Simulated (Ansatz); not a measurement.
Species: CH6OSi2, SMILES `C[SiH2][SiH]=O` (C–Si–Si–O torsion 0°) (charge 0, multiplicity 1).

Task: Give a relaxed geometry from B3LYP-D3(BJ)/def2-TZVP in Ansatz (a first-principles code).

Result: This is not unique; one that fits is the end point of this relaxation, one of several conformers (outside a Z-matrix the atoms follow the SMILES, hydrogens last).
Z-matrix (Å, degrees):
```
Si
H 1 1.4855
H 1 1.4855 2 107.52
C 1 1.8712 2 112.42 3 124.23
H 4 1.0906 1 110.43 2 59.51
H 4 1.0906 5 107.76 1 -120.68
H 4 1.0912 5 108.65 6 -117.54
Si 1 2.3542 2 107.26 3 -115.03
O 8 1.5276 1 122.10 2 -122.61
H 8 1.4941 9 121.49 1 -179.98
```
